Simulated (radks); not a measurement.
All-electron atom: Cr+ in [Ar] 3d5.

All-electron calculation, scalar-relativistic Kohn-Sham, exchange-only PBE, spin-polarised, spherical densities, point nucleus; open shells are filled with parallel spins first. Program: a radial shooting solver on a logarithmic mesh with Libxc functionals.

Energy parts (eV):
| part | energy |
|---|---|
| total | -28557.864 |
| kinetic | 28871.402 |
| electron-nucleus | -68049.752 |
| Hartree | 11918.535 |
| exchange | -1298.049 |

Orbitals (lengths in bohr, moments of r in powers of bohr; <r^-3> diverges for s and p1/2):
| orbital | occ. | eigenvalue (eV) | <r> | <1/r> | <r^-3> |
|---|---|---|---|---|---|
| 1s up | 1 | -5887.031 | 0.06355 | 23.88 | - |
| 1s down | 1 | -5887.063 | 0.06355 | 23.88 | - |
| 2s up | 1 | -672.7912 | 0.2934 | 5.046 | - |
| 2s down | 1 | -671.0968 | 0.2929 | 5.056 | - |
| 2p up | 3 | -566.2740 | 0.2601 | 4.948 | 361.5 |
| 2p down | 3 | -564.9873 | 0.2595 | 4.957 | 362.8 |
| 3s up | 1 | -81.3700 | 0.9034 | 1.564 | - |
| 3s down | 1 | -76.3888 | 0.9046 | 1.561 | - |
| 3p up | 3 | -52.9014 | 0.9682 | 1.423 | 42.81 |
| 3p down | 3 | -47.9657 | 0.9718 | 1.418 | 42.42 |
| 3d up | 5 | -10.3700 | 1.408 | 0.9942 | 2.934 |

The highest occupied level is 3d up at -10.370 eV. Summed over all electrons, <r^2> = 22.76 bohr^2, which gives a Langevin (diamagnetic) susceptibility term of -18 x 10^-6 cm^3/mol. The density falls to 0.001 e/bohr^3 at r = 3.61 bohr. For comparison, the ionisation energy in NIST's Atomic Spectra Database is 16.486 eV (measured). In exact Kohn-Sham theory the highest level is minus the ionisation energy, but local and semilocal functionals leave it too shallow, through self-interaction and a potential that decays too fast; potentials with the right tail come closer.
